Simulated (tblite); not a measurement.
C2H10N2SeSi3.
Numbering: `[CH3:1][Se:2][Si@@H:3]([NH2:4])[SiH2:5][SiH2:6][C:7]#[N:8]` (hydrogens: H9, H10, H11 on C1; H12 on Si3; H13, H14 on N4; H15, H16 on Si5; H17, H18 on Si6)

Computed with GFN2-xTB (tblite), gas phase: L-BFGS steps from a force-field or distance-geometry start until the largest atomic force falls under 0.01 eV/Å.

Step 126: E = -640.8496 eV
```
atom  x, y, z in Å  |  force x, y, z in eV/Å
C1      2.9592    0.1846    0.9783   -0.003   0.004   0.003
Se2     1.8253   -1.3750    0.6407    0.000   0.000  -0.010
Si3     0.6016   -0.4378   -1.1172    0.011   0.000   0.003
N4     -0.5324   -1.5550   -1.7645    0.019   0.007   0.007
Si5    -0.6087    1.3939   -0.3353   -0.005  -0.020   0.009
Si6    -2.0705    0.8232    1.3895   -0.005   0.013   0.021
C7     -2.8082   -0.7940    0.8178    0.014  -0.014   0.006
N8     -3.1824   -1.7896    0.3893   -0.031  -0.025  -0.013
H9      3.6830   -0.0953    1.7383   -0.003  -0.010  -0.001
H10     3.4732    0.4634    0.0622   -0.003  -0.012  -0.004
H11     2.3452    1.0073    1.3354    0.006   0.012   0.003
H12     1.5938   -0.2640   -2.1849    0.004   0.012  -0.008
H13    -0.1793   -2.4129   -2.1592    0.005  -0.006  -0.003
H14    -1.3738   -1.7616   -1.2474   -0.016  -0.010   0.005
H15    -1.3318    2.0264   -1.4446   -0.001   0.015   0.003
H16     0.2887    2.4479    0.1728    0.003   0.016  -0.010
H17    -3.2398    1.6658    1.6629    0.007   0.009  -0.010
H18    -1.4518    0.4788    2.6742   -0.001   0.011  -0.001
```

Step 127: E = -640.8497 eV
```
atom  x, y, z in Å  |  force x, y, z in eV/Å
C1      2.9651    0.1817    0.9743   -0.006   0.002   0.006
Se2     1.8249   -1.3744    0.6410    0.002   0.000  -0.008
Si3     0.6008   -0.4361   -1.1154   -0.003  -0.001   0.003
N4     -0.5329   -1.5538   -1.7626    0.016   0.004   0.003
Si5    -0.6097    1.3958   -0.3308    0.007  -0.019   0.002
Si6    -2.0797    0.8271    1.3874   -0.010  -0.003   0.028
C7     -2.8057   -0.7977    0.8202    0.011  -0.028  -0.001
N8     -3.1708   -1.7987    0.3959   -0.023   0.001  -0.003
H9      3.6895   -0.1006    1.7329    0.000  -0.009  -0.007
H10     3.4768    0.4581    0.0561   -0.001  -0.012   0.003
H11     2.3552    1.0066    1.3333    0.005   0.011   0.000
H12     1.5920   -0.2622   -2.1842    0.003   0.013  -0.006
H13    -0.1803   -2.4100   -2.1620    0.007   0.002   0.001
H14    -1.3737   -1.7634   -1.2455   -0.011  -0.006   0.007
H15    -1.3264    2.0322   -1.4425    0.001   0.014   0.009
H16     0.2894    2.4462    0.1835   -0.005   0.009  -0.015
H17    -3.2550    1.6658    1.6489    0.012   0.005  -0.010
H18    -1.4682    0.4896    2.6781   -0.005   0.018  -0.011
```

Step 128: E = -640.8499 eV
```
atom  x, y, z in Å  |  force x, y, z in eV/Å
C1      2.9679    0.1805    0.9736   -0.010  -0.003   0.008
Se2     1.8261   -1.3740    0.6383    0.003  -0.002  -0.004
Si3     0.6022   -0.4345   -1.1163   -0.018  -0.002   0.001
N4     -0.5295   -1.5547   -1.7633    0.008   0.003   0.000
Si5    -0.6117    1.3953   -0.3292    0.022  -0.020  -0.007
Si6    -2.0828    0.8286    1.3880    0.001  -0.018   0.020
C7     -2.8084   -0.7976    0.8240    0.039   0.057   0.032
N8     -3.1748   -1.7989    0.4037   -0.053  -0.085  -0.041
H9      3.6900   -0.1043    1.7334    0.008  -0.006  -0.012
H10     3.4802    0.4561    0.0556    0.004  -0.011   0.008
H11     2.3595    1.0064    1.3330    0.000   0.012  -0.003
H12     1.5921   -0.2576   -2.1862    0.000   0.012  -0.001
H13    -0.1766   -2.4102   -2.1642    0.011   0.007   0.004
H14    -1.3717   -1.7657   -1.2487   -0.001   0.001   0.008
H15    -1.3273    2.0302   -1.4427    0.000   0.015   0.012
H16     0.2871    2.4470    0.1847   -0.010   0.003  -0.018
H17    -3.2569    1.6687    1.6451   -0.002   0.014  -0.005
H18    -1.4741    0.4909    2.6796   -0.001   0.021  -0.004
```

Task: Estimate the geometry and energy of step 129. (The exact step hangs on the optimiser's Hessian estimate; all steps are aligned on step 128, rigid shifts and turns removed.)

Result: E = -640.8501 eV, largest force 0.063 eV/Å
```
atom  x, y, z in Å  |  force x, y, z in eV/Å
C1      2.9720    0.1783    0.9709   -0.010  -0.006   0.006
Se2     1.8273   -1.3749    0.6374    0.006   0.001  -0.001
Si3     0.6024   -0.4336   -1.1149   -0.022   0.001  -0.002
N4     -0.5296   -1.5534   -1.7623    0.002  -0.003   0.001
Si5    -0.6121    1.3952   -0.3261    0.024  -0.012  -0.010
Si6    -2.0889    0.8306    1.3871   -0.002  -0.030   0.013
C7     -2.8067   -0.8008    0.8256    0.026   0.032   0.023
N8     -3.1691   -1.8054    0.4086   -0.037  -0.044  -0.025
H9      3.6945   -0.1082    1.7297    0.008  -0.004  -0.013
H10     3.4834    0.4522    0.0517    0.003  -0.010   0.012
H11     2.3659    1.0056    1.3311    0.001   0.008  -0.005
H12     1.5914   -0.2536   -2.1855   -0.002   0.010   0.002
H13    -0.1774   -2.4085   -2.1650    0.010   0.014   0.008
H14    -1.3717   -1.7649   -1.2474    0.009   0.003   0.004
H15    -1.3241    2.0324   -1.4410    0.002   0.012   0.017
H16     0.2861    2.4463    0.1911   -0.014  -0.003  -0.020
H17    -3.2660    1.6696    1.6340   -0.001   0.009  -0.005
H18    -1.4859    0.4992    2.6832   -0.003   0.022  -0.006
```

The energy changes by -0.0002 eV. The first-order estimate −F·Δx gives -0.0002 eV and the mean of the old and new forces, exact on a quadratic surface, -0.0002 eV. The step makes an angle of 87° with the force vector and moves no atom by more than 0.015 Å.

What follows is the cost of the whole relaxation. Time: 5.2 s wall. Hardware: Intel Xeon at 2.50 GHz, one thread (shared host).
